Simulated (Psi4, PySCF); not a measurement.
Relaxed torsion scan: SMILES c1coc([SiH2]c2ccco2)c1. Scanned: dihedral O3–C4–Si5–C6; all other coordinates were relaxed at GFN2-xTB. Points at φ and −φ are mirror images. Heavy atoms are numbered in the order of the SMILES c1coc([SiH2]c2ccco2)c1, hydrogens after them in the order of the atoms that carry them; the mirror image has the same energies with the sign of each dihedral reversed.

RKS-B3LYP/6-31G* = restricted B3LYP/6-31G*, spherical d, density fitting // GFN2-xTB in PySCF 2.14.0; RHF/6-31G* = restricted Hartree-Fock/6-31G*, spherical d, density fitting // GFN2-xTB run with PySCF; RHF/LANL2DZ = restricted Hartree-Fock/LANL2DZ, with its core potentials past Ne // GFN2-xTB (PySCF 2.14.0); PBE-D3(BJ)/def2-SVP // GFN2-xTB (Psi4).

Energies relative to the lowest point of each profile, in kcal/mol; the last columns give the difference from PBE-D3(BJ):

```
φ / °  RKS-B3LYP/6-31G*  RHF/6-31G*  RHF/LANL2DZ  PBE-D3(BJ)/def2-SVP  RKS-B3LYP/6-31G* − PBE-D3(BJ)/def2-SVP  RHF/6-31G* − PBE-D3(BJ)/def2-SVP  RHF/LANL2DZ − PBE-D3(BJ)/def2-SVP
-----  ----------------  ----------  -----------  -------------------  --------------------------------------  --------------------------------  ---------------------------------
-160               0.47        0.68         0.67                 0.21                                    0.27                              0.48                               0.47
-140               0.51        0.74         0.76                 0.27                                    0.24                              0.46                               0.48
-120               0.65        0.92         0.97                 0.51                                    0.14                              0.41                               0.46
-100               0.50        0.69         0.72                 0.51                                    0.00                              0.19                               0.21
-80                0.18        0.23         0.21                 0.25                                   -0.07                             -0.02                              -0.04
-60                0.00        0.00         0.00                 0.00                                    0.00                              0.00                               0.00
-40                0.36        0.51         0.36                 0.18                                    0.18                              0.33                               0.17
-20                1.14        1.49         0.99                 0.73                                    0.41                              0.76                               0.25
0                  1.56        2.01         1.27                 1.04                                    0.52                              0.97                               0.23
20                 1.14        1.49         0.99                 0.73                                    0.41                              0.76                               0.25
40                 0.36        0.51         0.36                 0.18                                    0.18                              0.33                               0.17
60                 0.00        0.00         0.00                 0.00                                    0.00                              0.00                               0.00
80                 0.18        0.23         0.21                 0.25                                   -0.07                             -0.02                              -0.04
100                0.50        0.69         0.72                 0.51                                    0.00                              0.19                               0.21
120                0.65        0.92         0.97                 0.51                                    0.14                              0.41                               0.46
140                0.51        0.74         0.76                 0.27                                    0.24                              0.46                               0.48
160                0.47        0.68         0.67                 0.21                                    0.27                              0.48                               0.47
180                0.82        1.10         1.11                 0.61                                    0.21                              0.50                               0.50
```

RKS-B3LYP/6-31G* is furthest from PBE-D3(BJ)/def2-SVP at 0 (0.52 kcal/mol, above); its mean absolute difference over the points is 0.19 kcal/mol.

RHF/6-31G* is furthest from PBE-D3(BJ)/def2-SVP at 0 (0.97 kcal/mol, above); its mean absolute difference over the points is 0.37 kcal/mol.

RHF/LANL2DZ is furthest from PBE-D3(BJ)/def2-SVP at 180 (0.50 kcal/mol, above); its mean absolute difference over the points is 0.27 kcal/mol.
